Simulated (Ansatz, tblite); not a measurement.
Cost and result up the ladder for Hg5H18Se5 (28 atoms). Total charge 0; singlet. Geometry: r2SCAN-D4/def2-SVP.

```xyz
28

Se   -1.2600    3.2506    1.6441
Hg   -2.8787    0.4405    3.1521
Se   -1.0801   -0.1317    0.2375
Hg   -3.2524   -2.6501    1.2108
Se   -0.1527   -3.7100   -0.1614
Hg    1.1128    5.8763    0.9269
Se    1.5188    2.9772   -0.9550
Hg   -0.4609    0.4681   -2.1274
Se    2.2717   -1.5722   -2.0931
Hg    2.7558   -5.0019   -1.9484
H    -2.1402    3.3433    0.4700
H    -1.6801    4.5927    2.0977
H    -1.5801    0.4154    4.1794
H    -4.2166    0.4671    2.1650
H     0.3136   -0.2203    0.7037
H    -2.6751   -2.6039    2.7677
H    -3.8835   -2.7236   -0.3213
H    -0.0926   -5.1685   -0.3870
H    -0.9760   -3.5199   -1.3646
H     2.1359    5.2664    2.0799
H     0.1010    6.5492   -0.1997
H     1.9455    2.3420    0.3000
H     2.8309    2.7241   -1.5805
H    -0.2547    0.8426   -3.7059
H     2.7041   -1.5308   -0.6890
H     3.3562   -0.6582   -2.4987
H     1.8486   -5.2581   -3.3106
H     3.6887   -4.8062   -0.5921
```

Ansatz on 2 threads of AMD EPYC 7R13 on a shared host and a share (18 GiB) of an NVIDIA H100 80GB HBM3; xTB runs through tblite on one thread. Times are rough, summed over both states, and most runs start from the orbitals of an earlier one. PBE0-D4/def2-TZVP serves as the yardstick here, not as an exact answer. The other state is a triplet.

In the def2 sets Hg takes a core potential; there is no spin–orbit coupling. The xTB rows come from tblite. Single mean-field runs in def2-TZVP are fitted with def2-universal-jkfit. HOMO above LUMO, or a gap near zero within one spin, warns that the state may not be the lowest or that an electron is smeared out. In the singlet geometry the species has come apart into loosely held pieces. In the triplet geometry the species has come apart into loosely held pieces.

xTB has no spin-polarisation term.

| level | functions | vertical triplet (eV) | difference from PBE0-D4/def2-TZVP (eV) | remarks |
| --- | --- | --- | --- | --- |
| GFN1-xTB | 101 | 5.09 | 0.60 | – |
| GFN2-xTB | 83 | 3.82 | -0.67 | – |
| PBE-D4/def2-TZVP | 563 | 4.08 | -0.42 | gap within one spin near zero (triplet) |
| PBE0-D4/def2-TZVP (with forces) | 563 | 4.49 | 0.00 | – |

Estimate how long each takes.

GFN2-xTB 0.1 s; GFN1-xTB 0.13 s; PBE-D4/def2-TZVP 18 s; PBE0-D4/def2-TZVP (with forces) 31 s. On shared hardware such times vary by a factor of up to 3.
